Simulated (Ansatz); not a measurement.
Stepwise reaction of `[Cl][Ge]([Cl])([Cl])[SeH]` with hydrogen, as a gas-phase model of exchange steps in deposition or etching. ΔE in kJ/mol.

Calculated with Ansatz (gas phase, PBE0-D4/def2-TZVP geometries, no zero-point term in ΔE). CCSD(T)/CBS is the MP2 limit (def2-TZVPP, def2-QZVPP) plus CCSD(T) − MP2 in def2-TZVPP, frozen cores. This one scheme is used for every species. DFT in def2-TZVPP. B3LYP here is the variant with VWN-RPA as its local correlation; programs differ in this. For Ge, Se outer-core shells are correlated without core-valence functions, which leaves a few kJ/mol of doubt a bond. Scalar relativity is left out up to krypton. Each species was taken in one conformer, which may not be the lowest.

```tsv
step	reaction	PBE-D4	B3LYP-D4	ωB97M-V	CCSD(T)/CBS
1	`[Cl][Ge]([Cl])([Cl])[SeH]` + H₂ → `[Cl][GeH]([Cl])[SeH]` + HCl	52.4	52.4	49.4	47.7
2	`[Cl][GeH]([Cl])[SeH]` + H₂ → `[Cl][GeH2][SeH]` + HCl	61.6	60.4	57.9	56.8
3	`[Cl][GeH2][SeH]` + H₂ → `[GeH3][SeH]` + HCl	51.7	52.5	50.7	49.6
```

Task: By hand: ΔE of the 3 steps together at CCSD(T)/CBS.

Result: (47.7) + (56.8) + (49.6) = 154.1 kJ/mol, or 51.4 kJ/mol a step.

In ΔE step 1 is the lowest and step 2 the highest. All are uphill at CCSD(T)/CBS. PBE-D4 differs from CCSD(T)/CBS by 2.1 to 4.8 kJ/mol a step. Isolated molecules leave out the surface, adducts and barriers. Largest T1 diagnostic: 0.010.
